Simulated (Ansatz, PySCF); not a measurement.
Gas-phase reaction (SMILES): C=CCB(C)C + O (H2O) -> CB(C)O + C=CC; water cleaves one B-C bond, a model of a ligand-exchange step.

Geometries: B3LYP-D3(BJ)/def2-TZVP minima from Ansatz (a quantum-chemistry and plane-wave program), one conformer each, not searched for the lowest. Valence correlation only, unless marked. Spin-orbit coupling is left out. No relativistic terms. CBS(X,Y): correlation extrapolated as X^-3; Hartree-Fock from the larger set. The bracket is a focal-point correction in the basis named. Thermal terms are rigid-rotor harmonic-oscillator values from B3LYP-D3(BJ) frequencies (Ansatz or PySCF) at 298.15 K and 1 atm. 1 Eh = 627.5095 kcal/mol.

| species | E, RI-MP2/CBS(aug-cc-pVTZ,aug-cc-pVQZ)+[CCSD(T)-MP2]/aug-cc-pVTZ (Ansatz) (Eh) | E, B3LYP-D3(BJ)/def2-TZVPD (Ansatz + dftd3) (Eh) | H - E (Eh) |
|---|---|---|---|
| C=CCB(C)C | -221.67548 | -222.11230 | 0.15675 |
| O (H2O) | -76.37791 | -76.46738 | 0.02495 |
| CB(C)O | -180.36129 | -180.66678 | 0.09892 |
| C=CC | -117.74462 | -117.96619 | 0.08449 |

Q: Work out ΔE and ΔH at 298.15 K at the first level, then ΔH at the second.

A: 
1. ΔE = [(-180.36129) + (-117.74462)] - [(-221.67548) + (-76.37791)] = -0.05252 Eh = -33.0 kcal/mol at RI-MP2/CBS(aug-cc-pVTZ,aug-cc-pVQZ)+[CCSD(T)-MP2]/aug-cc-pVTZ.
2. The terms H - E add up to 0.00171 Eh, so ΔH = (-0.05252 + (0.00171))×627.5095 = -31.9 kcal/mol.
3. At B3LYP-D3(BJ)/def2-TZVPD the same steps give ΔE = -33.4 and ΔH = -32.4 kcal/mol, a shift of -0.5 from the first level.
4. These values are not checked against measurement here, since the tables used lack a sound gas-phase enthalpy of formation for at least one species.
